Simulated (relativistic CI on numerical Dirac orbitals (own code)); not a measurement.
**Ta²⁺: N6,7 absorption edge**

Computed with this model: Dirac-Coulomb-Breit CI, separate exchange-only KLI orbitals for each configuration, QED by a radiative potential, valence Slater integrals scaled by 0.8, multiplet model of core-to-valence dipole absorption; configurations [Xe] 4f14 5d3 → [Xe] 4f13 5d4; 300 K; Lorentzian 0.18 eV and Gaussian 0.3 eV FWHM. Energies are those of the free ion, without screening or charge transfer. The branching ratio is the share of the lower-energy edge in the whole absorption, uncertain by about 0.02 where the edges overlap. S is read from ⟨S²⟩ = S(S + 1).

Field parameters in Wybourne normalisation: D4h B²₀ = −7Ds, B⁴₀ = 21(Dq − Dt), B⁴₄ = 21√(5/14) Dq; Td as Oh with Dq negative (B⁴₀ = 21Dq, B⁴₄ = √(5/14) B⁴₀). The field is a parameter set, without covalency.

free ion: ground-state S = 1.46, centroid 23.79 eV. Peaks (eV, height): 22.0 (15), 23.4 (100), 24.9 (66).

D4h, 10Dq = 33050, Ds = 570, Dt = 430 cm⁻¹: ground-state S = 1.49, centroid 24.72 eV. Peaks (eV, height): 21.3 (61), 23.8 (64), 26.1 (100).

Td, 10Dq = -16300 cm⁻¹: ground-state S = 0.67, centroid 24.34 eV. Peaks (eV, height): 21.0 (10), 22.5 (31), 23.3 (65), 24.9 (100).

Strongest unbroadened transitions for D4h, 10Dq = 33050, Ds = 570, Dt = 430 cm⁻¹:

| Energy (eV) | Relative strength |
| --- | --- |
| 21.16 | 71.8 |
| 21.17 | 59.2 |
| 21.29 | 76.3 |
| 21.33 | 77.4 |
| 21.34 | 60.3 |
| 21.37 | 65.7 |
| 21.68 | 86.8 |
| 22.98 | 58.5 |
| 23.50 | 70.6 |
| 23.69 | 61.2 |
| 23.98 | 70.6 |
| 24.13 | 59.9 |
| 24.42 | 80.7 |
| 26.03 | 84.6 |
| 26.07 | 79.0 |
| 26.12 | 62.3 |
| 26.24 | 100.0 |
| 26.72 | 69.9 |
